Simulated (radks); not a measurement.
Task: Tm3+, 66 electrons, occupied as [Xe] 4f12. Method: scalar-relativistic Kohn-Sham, OLYP, spin-polarised, spherical densities, point nucleus; open shells are filled with parallel spins first (spin-orbit coupling, left out, can overturn this in heavy ions); computed with a radial shooting solver on a logarithmic mesh with Libxc functionals. Some entries of the table are withheld. Estimate them.

orbital  occ.  eigenvalue (eV)  <r^2> (bohr^2)
1s up       1        -59319.48       0.0005485
1s down     1        -59319.48       0.0005485
2s up       1        -10042.02        0.008514
2s down     1        -10041.99        0.008513
2p up       3        -8870.793        0.006945
2p down     3        -8870.768        0.006944
3s up       1        -2284.750         0.05580
3s down     1        -2283.739         0.05576
3p up       3        -1930.149         0.05625
3p down     3        -1929.135         0.05621
3d up       5        -1493.006         0.04683
3d down     5        -1492.234         0.04679
4s up       1        -478.1828          0.2792
4s down     1        -476.1746          0.2792
4p up       3        -361.5146          0.3167
4p down     3        -359.5427          0.3168
4d up       5        -206.7391          0.3763
4d down     5        -204.7897          0.3769
5s up       1         -84.5379           1.623
5s down     1         -83.6179           1.638
5p up       3         -56.6697           2.228
5p down     3         -56.0315           2.255
4f up       7         -37.0185          0.7130
4f down     5         -35.2445          0.7376
5d up       0         -25.2414             (1)
5d down     0         -25.0129             (2)
6s up       0         -24.6934           9.764
6s down     0         -24.5756           9.838
6p up       0              (3)           13.27
6p down     0              (4)           13.38

Result: 
(1) 5d up <r^2> (bohr^2): 5.097
(2) 5d down <r^2> (bohr^2): 5.186
(3) 6p up eigenvalue (eV): -18.8980
(4) 6p down eigenvalue (eV): -18.8072
